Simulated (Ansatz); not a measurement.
`N#C[SiH]1CS1` + `[OH][GaH2]` → `N#[C][GaH][OH]` + `C1[SiH2]S1`  (formal exchange of groups at a C–Si bond)

Isolated molecules relaxed with PBE0-D4/def2-TZVP in Ansatz; ΔE leaves out vibrations. CBS: MP2 limit from def2 TZ/QZ plus the TZ coupled-cluster correction, frozen cores. Functionals use def2-TZVPP. HSE06 is defined as in plane-wave codes. For Ga outer-core shells are correlated without core-valence functions, which leaves a few kJ/mol of doubt a bond. Scalar relativity is left out up to krypton. One conformer a species, not always the lowest.

`N#C[SiH]1CS1`:

Cartesian coordinates in Å:
```
N 2.673 0.862 -1.073
C 1.745 0.291 -0.697
Si 0.283 -0.631 -0.080
C -1.114 0.365 0.559
S -1.500 -0.396 -1.103
H 0.701 -1.917 0.499
H -1.057 1.449 0.531
H -1.730 -0.023 1.364
```

`[OH][GaH2]`:

```xyz
5

O    -0.937   -0.727   -0.469
Ga    0.342    0.430    0.000
H    -1.050   -1.456    0.144
H     1.124    0.144    1.325
H     0.521    1.609   -1.000
```

`N#[C][GaH][OH]`:

```xyz
6

N     1.355    2.151    1.161
C     0.890    1.218    0.670
Ga    0.197   -0.385   -0.163
O    -1.566   -0.324   -0.315
H     1.085   -1.562   -0.630
H    -1.960   -1.098   -0.724
```

`C1[SiH2]S1`:

Cartesian coordinates in Å:
```
C -0.631 0.169 0.676
Si 0.674 -0.236 -0.555
S -0.989 0.950 -0.975
H -0.431 0.894 1.458
H -1.360 -0.585 0.960
H 0.737 -1.601 -1.120
H 2.000 0.409 -0.443
```

```json
{"level": "HSE06-D4", "ΔE (kJ/mol)": "-9.9"}
{"level": "CAM-B3LYP-D4", "ΔE (kJ/mol)": "-11.1"}
{"level": "PBE-QIDH", "ΔE (kJ/mol)": "-15.0"}
{"level": "r2SCANh", "ΔE (kJ/mol)": "-9.9"}
{"level": "CAM-B3LYP", "ΔE (kJ/mol)": "-12.5"}
{"level": "CCSD(T)/def2-SVP", "ΔE (kJ/mol)": "-18.9"}
{"level": "MP2/def2-TZVPP", "ΔE (kJ/mol)": "-16.1"}
{"level": "CCSD(T)/def2-TZVPP", "ΔE (kJ/mol)": "-17.9"}
```

(1) What does CCSD(T)/CBS give? (An estimate is asked.)

Largest T1 diagnostic among the species: 0.015.

## Answers

(1) Ansatz gave: -15.1 kJ/mol. The listed levels differ from it by 5.2, 4.0, 0.1, 5.2, 2.6, -3.8, -1.0, -2.8 kJ/mol.

In def2-TZVPP, CCSD(T) changes the Hartree–Fock value by +4.9 kJ/mol (the triples alone add +1.5 kJ/mol) and MP2 by +6.7 kJ/mol. Leaving LDA and LC-ωPBE aside and taking each functional with its dispersion term where it has one, the values, not all of them listed here, spread over 15.0 kJ/mol, from PBE-QIDH to B97M-V. LDA lies +3.4 kJ/mol from PBE without D4. From PBE to PBE0 (25 % exact exchange), in def2-TZVPP and without D4, ΔE moves by −4.1 kJ/mol.
